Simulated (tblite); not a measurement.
C3H4FNSe2.
SMILES with atom numbers: `[CH3:1][Se:2][Se:3][C@@H:4]([F:5])[C:6]#[N:7]` (hydrogens: H8, H9, H10 on C1; H11 on C4)

Computed with GFN2-xTB (tblite), gas phase: L-BFGS steps from a force-field or distance-geometry start until the largest atomic force falls under 0.01 eV/Å.

Step 38: E = -610.4494 eV
```
atom  x, y, z in Å  |  force x, y, z in eV/Å
C1      2.2018   -0.3108    0.2776    0.038  -0.028  -0.005
Se2     0.9634    1.0707    0.9364   -0.008   0.009   0.042
Se3    -0.3211    1.3531   -0.9176   -0.012   0.009  -0.058
C4     -1.6997   -0.1371   -0.7091    0.019   0.000  -0.017
F5     -1.0840   -1.3327   -0.9448   -0.030   0.073   0.053
C6     -2.2472   -0.0461    0.6144   -0.016  -0.026   0.059
N7     -2.6279    0.0835    1.6852    0.001  -0.033  -0.063
H8      1.6403   -1.1963   -0.0075   -0.004   0.006  -0.004
H9      2.7577    0.0843   -0.5675    0.010  -0.021  -0.029
H10     2.8798   -0.5498    1.0910   -0.001   0.013   0.019
H11    -2.4577    0.0239   -1.4842    0.003  -0.003   0.003
```

Step 39: E = -610.4501 eV
```
atom  x, y, z in Å  |  force x, y, z in eV/Å
C1      2.1965   -0.3116    0.2762    0.042  -0.033  -0.020
Se2     0.9644    1.0746    0.9356   -0.011   0.017   0.027
Se3    -0.3196    1.3588   -0.9205   -0.015   0.013  -0.032
C4     -1.6940   -0.1335   -0.7065    0.027  -0.004  -0.029
F5     -1.0688   -1.3249   -0.9385   -0.031   0.050   0.058
C6     -2.2469   -0.0454    0.6145   -0.003  -0.031   0.076
N7     -2.6321    0.0767    1.6845   -0.003  -0.025  -0.059
H8      1.6303   -1.1954   -0.0050   -0.001   0.009  -0.012
H9      2.7522    0.0800   -0.5714   -0.002  -0.027  -0.017
H10     2.8760   -0.5537    1.0872    0.004   0.019   0.029
H11    -2.4526    0.0170   -1.4821   -0.008   0.013  -0.021
```

Q: Estimate the geometry and energy of step 40. (The exact step hangs on the optimiser's Hessian estimate; all steps are aligned on step 39, rigid shifts and turns removed.)

A: E = -610.4506 eV, largest force 0.069 eV/Å
```
atom  x, y, z in Å  |  force x, y, z in eV/Å
C1      2.1913   -0.3131    0.2743    0.029  -0.020  -0.025
Se2     0.9656    1.0800    0.9355   -0.005   0.008  -0.006
Se3    -0.3199    1.3662   -0.9223   -0.009   0.013   0.001
C4     -1.6874   -0.1306   -0.7042    0.019   0.001  -0.023
F5     -1.0527   -1.3173   -0.9312   -0.024   0.022   0.052
C6     -2.2456   -0.0461    0.6151    0.011  -0.026   0.063
N7     -2.6362    0.0707    1.6835   -0.007  -0.020  -0.048
H8      1.6193   -1.1944   -0.0035    0.003   0.010  -0.012
H9      2.7462    0.0741   -0.5765   -0.011  -0.030   0.002
H10     2.8711   -0.5573    1.0842    0.008   0.022   0.028
H11    -2.4462    0.0104   -1.4810   -0.013   0.021  -0.032
```

The energy changes by -0.0005 eV. The first-order estimate −F·Δx gives -0.0007 eV and the mean of the old and new forces, exact on a quadratic surface, -0.0005 eV. The step makes an angle of 82° with the force vector and moves no atom by more than 0.019 Å.

The cost below is that of the whole relaxation. The run took 0.38 s of wall time on one thread of an Arm Neoverse V1, no GPU, shared host with 32 logical CPUs at a one-minute load of 27.
